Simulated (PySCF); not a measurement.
# EPR parameters of C6H4NO2

Species: C₆H₄NO₂ (doublet state).
Atom-mapped SMILES: `[CH2:1]=[C:2][c:3]1[cH:4][n:5][c:6]([CH:7]=[O:8])[o:9]1` (hydrogens: H10, H11 on C1; H12 on C4; H13 on C7)

Geometry (GFN2-xTB, Å), atoms numbered from 1 in this order:
```xyz
13
C6H4NO2 angstrom
C      3.005    0.928    0.001
C      1.801    0.477   -0.026
C      0.569   -0.035   -0.052
C      0.134   -1.391   -0.215
N     -1.180   -1.428   -0.173
C     -1.593   -0.179    0.006
C     -2.975    0.217    0.110
O     -3.377    1.348    0.274
O     -0.569    0.706    0.086
H      3.569    1.011    0.920
H      3.519    1.256   -0.892
H      0.743   -2.260   -0.351
H     -3.653   -0.649    0.023
```

The hyperfine couplings belong to this conformer and change with its torsions.

Method used: UKS B3LYP, pcH-1 on C H N O, non-relativistic, mean-field spin-orbit, GIAO in PySCF. Geometry: GFN2-xTB, one conformer, isolated molecule. Couplings are sensitive to structure, and on GFN2-xTB geometries they can be far from those on DFT ones. No stability test was run, so a lower SCF solution isn't excluded. ⟨S²⟩ is 0.779 where a pure state has 0.75.

```json
{
  "g1, g2, g3": "2.00211, 2.00318, 2.00522",
  "g_iso": "2.00350",
  "Form of g": "rhombic: the two nearest values differ by 35 % of g3 − g1",
  "⟨S²⟩": "0.7791 (exact 0.7500)",
  "α and β electrons": "32, 31",
  "Basis functions": "265"
}
```

Hyperfine couplings atom by atom, in MHz; T1 to T3 are the principal values of the dipolar part; ρ(0) is the spin density at the nucleus:

```json
{"atom": "C1", "isotope": "13C", "a_iso": "-35.4", "T1": "-8.6", "T2": "2.5", "T3": "6.2", "Mulliken spin population": "-0.09", "ρ(0) (bohr⁻³)": "-0.0315"}
{"atom": "C2", "isotope": "13C", "a_iso": "42.7", "T1": "-46.1", "T2": "-34.6", "T3": "80.8", "Mulliken spin population": "0.52", "ρ(0) (bohr⁻³)": "0.0379"}
{"atom": "C3", "isotope": "13C", "a_iso": "-41.1", "T1": "-22.2", "T2": "8.8", "T3": "13.4", "Mulliken spin population": "-0.17", "ρ(0) (bohr⁻³)": "-0.0365"}
{"atom": "C4", "isotope": "13C", "a_iso": "34.0", "T1": "-27.1", "T2": "-26.2", "T3": "53.3", "Mulliken spin population": "0.32", "ρ(0) (bohr⁻³)": "0.0302"}
{"atom": "N5", "isotope": "14N", "a_iso": "-6.8", "T1": "-9.3", "T2": "4.5", "T3": "4.8", "Mulliken spin population": "-0.13", "ρ(0) (bohr⁻³)": "-0.0211"}
{"atom": "C6", "isotope": "13C", "a_iso": "30.7", "T1": "-28.9", "T2": "-27.1", "T3": "56.0", "Mulliken spin population": "0.31", "ρ(0) (bohr⁻³)": "0.0273"}
{"atom": "C7", "isotope": "13C", "a_iso": "-17.3", "T1": "-3.5", "T2": "0.0", "T3": "3.5", "Mulliken spin population": "-0.03", "ρ(0) (bohr⁻³)": "-0.0154"}
{"atom": "O8", "isotope": "17O", "a_iso": "-10.7", "T1": "-49.7", "T2": "24.8", "T3": "24.9", "Mulliken spin population": "0.16", "ρ(0) (bohr⁻³)": "0.0177"}
{"atom": "O9", "isotope": "17O", "a_iso": "-9.8", "T1": "-25.0", "T2": "11.2", "T3": "13.9", "Mulliken spin population": "0.06", "ρ(0) (bohr⁻³)": "0.0161"}
{"atom": "H10", "isotope": "1H", "a_iso": "98.1", "T1": "-2.7", "T2": "-1.9", "T3": "4.6", "Mulliken spin population": "0.04", "ρ(0) (bohr⁻³)": "0.0219"}
{"atom": "H11", "isotope": "1H", "a_iso": "97.6", "T1": "-2.7", "T2": "-1.9", "T3": "4.6", "Mulliken spin population": "0.04", "ρ(0) (bohr⁻³)": "0.0218"}
{"atom": "H12", "isotope": "1H", "a_iso": "-23.1", "T1": "-11.8", "T2": "-1.3", "T3": "13.0", "Mulliken spin population": "-0.01", "ρ(0) (bohr⁻³)": "-0.0052"}
{"atom": "H13", "isotope": "1H", "a_iso": "-3.0", "T1": "-2.4", "T2": "-2.0", "T3": "4.3", "Mulliken spin population": "0.00", "ρ(0) (bohr⁻³)": "-0.0007"}
```

The largest Mulliken spin populations are on C2 (+0.52), C4 (+0.32), C6 (+0.31) and C3 (-0.17). Four atoms exceed +0.15.

C2, the radical centre as drawn in `C=[C]c1cnc(C=O)o1`, holds a spin population of +0.52 out of 1.

Axes: g2 points within 7° of the C2–C3 bond and g3 points within 6° of the C4–H12 bond.

Under fast tumbling the dipolar parts average out, and these isotropic splittings remain: 2 × 1H (H10/H11, I = 1/2, 3 lines) with 3.49 mT, 1 × 1H (H12, I = 1/2, 2 lines) with 0.82 mT, 1 × 14N (N5, I = 1, 3 lines) with 0.24 mT and 1 × 1H (H13, I = 1/2, 2 lines) with 0.11 mT.

Class means assume fast exchange of nuclei equivalent by connectivity; if that motion is slow, each nucleus keeps its own coupling.

The 17O coupling of O8 (-10.7 MHz) shows only in satellite lines or after enrichment, since that isotope makes up about 0.038 % of natural oxygen.

The 13C coupling of C2 (42.7 MHz) shows only in satellite lines or after enrichment, since that isotope makes up about 1.07 % of natural carbon.
